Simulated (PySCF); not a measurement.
C3H2F3, SMILES C=[C]C(F)(F)F, multiplicity 2.

Geometry: PBE-D3(BJ)/def2-SVP. The isomer is the one that the SMILES or the coordinates give; other isomers of the formula were not compared.

Two levels are set side by side: PBE/def2-TZVP (PySCF) and B3LYP/def2-TZVP (PySCF). Same geometry, gas phase. Differences are taken from unrounded values.

```
quantity                      PBE
---------------------------  ----
α-spin orbital gap (eV)      4.36
β-spin orbital gap (eV)      3.41
dipole moment (D)            2.21
mean polarisability (bohr³)  39.3
```

Question: These are the PBE values. What does B3LYP give? (An estimate is asked for; the answer gives what the named calculation found.)

Answer: 
```
quantity                     B3LYP  PBE minus B3LYP
---------------------------  -----  ---------------
α-spin orbital gap (eV)       6.42            -2.06
β-spin orbital gap (eV)       5.13            -1.72
dipole moment (D)             2.39            -0.17
mean polarisability (bohr³)   38.0              1.3
```

Loosely held outer electrons make PBE densities more polarisable. Differences between two approximate levels are no errors against the true value.

Rough cost on one machine, each run with all the roots and properties that it gave: B3LYP against PBE within a factor of 2.
